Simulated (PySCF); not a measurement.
Species: C5H5N3OS.
Geometry (GFN2-xTB, Å), atoms numbered from 1 in this order:
```xyz
15
C5H5N3OS angstrom
C     -3.0470    0.4701    0.5704
S     -2.3369   -0.7507   -0.5662
C     -0.6538   -0.4355   -0.3441
C      0.3313   -1.1669   -1.0464
N      1.5945   -0.9035   -0.8583
C      1.8786    0.0774    0.0231
C      3.3154    0.3702    0.2308
O      3.7601    1.2034    0.9685
N      0.9690    0.7685    0.6878
N     -0.2879    0.5211    0.5112
H     -4.1242    0.3581    0.5098
H     -2.7403    1.4627    0.2583
H     -2.6892    0.2659    1.5740
H      0.0710   -1.9486   -1.7471
H      3.9551   -0.2843   -0.3909
```

Computed at PBE0/pcSseg-1 (PySCF, non-relativistic), with Q(33S) = −0.0678 b, Q(14N) = 0.02044 b, Q(17O) = −0.0256 b: S2, 33S (I = 3/2): χzz = 37.88 MHz, η = 0.912; N5, 14N (I = 1): χzz = -5.581 MHz, η = 0.548; O8, 17O (I = 5/2): χzz = 12.75 MHz, η = 0.616; N9, 14N (I = 1): χzz = -6.556 MHz, η = 0.231; N10, 14N (I = 1): χzz = -6.003 MHz, η = 0.082.

Q: Where would the pure quadrupole (NQR) lines of 33S at S2 fall for the rigid, isolated species?

A: From ν = (|χ|/2)√(1 + η²/3): ν = 21.41 MHz (sulfide sulfur).

Q: Find the zero-field quadrupole resonance frequencies of 14N at N5.

A: From ν± = (3/4)|χ|(1 ± η/3) and ν0 = |χ|η/2: ν+ 4.949 MHz, ν− 3.421 MHz, ν0 1.528 MHz (pyridine-type nitrogen).

Q: Find the zero-field quadrupole resonance frequencies of 17O at O8.

A: From the eigenvalues of H = χ/[4I(2I − 1)] × [3Iz² − I(I + 1) + η(Ix² − Iy²)], steps between neighbouring levels, labelled as for η = 0: ±1/2↔±3/2 2.579 MHz, ±3/2↔±5/2 3.595 MHz (aldehyde oxygen).

Q: Where would the pure quadrupole (NQR) lines of 14N at N9 fall for the rigid, isolated species?

A: From ν± = (3/4)|χ|(1 ± η/3) and ν0 = |χ|η/2: ν+ 5.296 MHz, ν− 4.538 MHz, ν0 0.757 MHz (pyridine-type nitrogen).

Q: Where would the pure quadrupole (NQR) lines of 14N at N10 fall for the rigid, isolated species?

A: From ν± = (3/4)|χ|(1 ± η/3) and ν0 = |χ|η/2: ν+ 4.625 MHz, ν− 4.380 MHz, ν0 0.245 MHz (pyridine-type nitrogen).

In a crystal, neighbours and librations shift these lines. GFN2-xTB bond lengths can be off by several hundredths of an ångström, more for odd bonds, and the gradients follow them. With so small a basis the couplings can be 20 % off.

The run behind these numbers computed NMR shieldings as well. Time: 43 s wall. Hardware: one thread, x86-64 server (shared host).

One conformer stands for the species.
